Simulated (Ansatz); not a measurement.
Cost and result for the atomization energy of C₂H₈OSi (`CC(O)[SiH3]`) (12 atoms, 11 bonds).

Cartesian coordinates in Å:
```
C 0.7380 0.9241 0.7102
C -0.2932 -0.1537 0.4265
O 0.1065 -1.4197 0.9376
Si -0.5908 -0.4068 -1.4290
H 0.4176 1.8921 0.3158
H 0.8889 1.0436 1.7894
H 1.7019 0.6706 0.2620
H -1.2534 0.1486 0.8744
H 0.2919 -1.3243 1.8769
H 0.6844 -0.7754 -2.0981
H -1.0894 0.8707 -2.0094
H -1.6024 -1.4697 -1.6564
```

Total charge 0; spin multiplicity 1. Geometry: relaxed with PBE0-D4/def2-TZVP. It is one conformer, not always the lowest. Program: Ansatz. All runs use 4 threads of an Intel Xeon Platinum 8259CL on a shared host. Times are those of one run each, without the atoms' runs, and a repeat can differ threefold. Electronic energies, without spin–orbit coupling; frozen cores. CCSD(T)/CBS adds CCSD(T) − MP2 in def2-TZVPP to the MP2 limit, and its time is that of the two runs behind it. T1 = 0.011. HSE06 is the plane-wave form, built on full-range PBE exchange.

CCSD(T)/CBS is a level of theory with its own doubt, some kJ/mol a heavy atom from the limit and from the frozen cores, so smaller differences don't rank the functionals.

```
                             level  functions  wall time
            LDA (SPW92)/def2-TZVPP        247      1.2 s
                BLYP-D4/def2-TZVPP        247      1.8 s
              revPBE-D4/def2-TZVPP        247      1.8 s
               BHLYP-D4/def2-TZVPP        247      2.6 s
               HSE06-D4/def2-TZVPP        247      2.8 s
           CAM-B3LYP-D4/def2-TZVPP        247        3 s
                  CCSD(T)/def2-SVP        100      3.1 s
r2SCAN-D4/def2-TZVPP (with forces)        247      3.6 s
                ωB97X-V/def2-TZVPP        247      6.5 s
                 B97M-V/def2-TZVPP        247        7 s
                    MP2/def2-QZVPP        481       19 s
                CCSD(T)/def2-TZVPP        247       63 s
                 CCSD(T)/CBS(def2)          –       81 s
```

Question: What atomization energy does each give, and how far from CCSD(T)/CBS? (Best estimate.)

Answer: Ansatz gave: 
```
                             level  atomization (kcal/mol)  difference from CCSD(T)/CBS  per bond
            LDA (SPW92)/def2-TZVPP                  1149.0                        132.2      12.0
                BLYP-D4/def2-TZVPP                  1009.6                         -7.2      -0.7
              revPBE-D4/def2-TZVPP                  1004.2                        -12.6      -1.1
               BHLYP-D4/def2-TZVPP                   991.3                        -25.5      -2.3
               HSE06-D4/def2-TZVPP                  1012.7                         -4.1      -0.4
           CAM-B3LYP-D4/def2-TZVPP                  1019.9                          3.1       0.3
                  CCSD(T)/def2-SVP                   963.6                        -53.2      -4.8
r2SCAN-D4/def2-TZVPP (with forces)                  1015.0                         -1.8      -0.2
                ωB97X-V/def2-TZVPP                  1018.4                          1.6       0.1
                 B97M-V/def2-TZVPP                  1014.9                         -1.9      -0.2
                    MP2/def2-QZVPP                  1013.0                         -3.8      -0.3
                CCSD(T)/def2-TZVPP                   992.3                        -24.5      -2.2
                 CCSD(T)/CBS(def2)                  1016.8                          0.0       0.0
```

From r2SCAN to r2SCAN0 (25 % exact exchange), in def2-TZVPP and without D4, the atomization energy moves by −11.5 kcal/mol: exact exchange takes away binding that semilocal exchange gives to molecules. In def2-TZVPP, CCSD(T) changes the Hartree–Fock value by +241.2 kcal/mol (the triples alone add +11.6 kcal/mol) and MP2 by +247.4 kcal/mol; breaking electron pairs costs correlation energy, which Hartree–Fock lacks. At CCSD(T), def2-SVP lies −53.1 kcal/mol from the extrapolated value and def2-TZVPP −24.4 kcal/mol: correlation converges slowly with the basis, and small sets miss more of it in the bonded molecule than in its fragments.
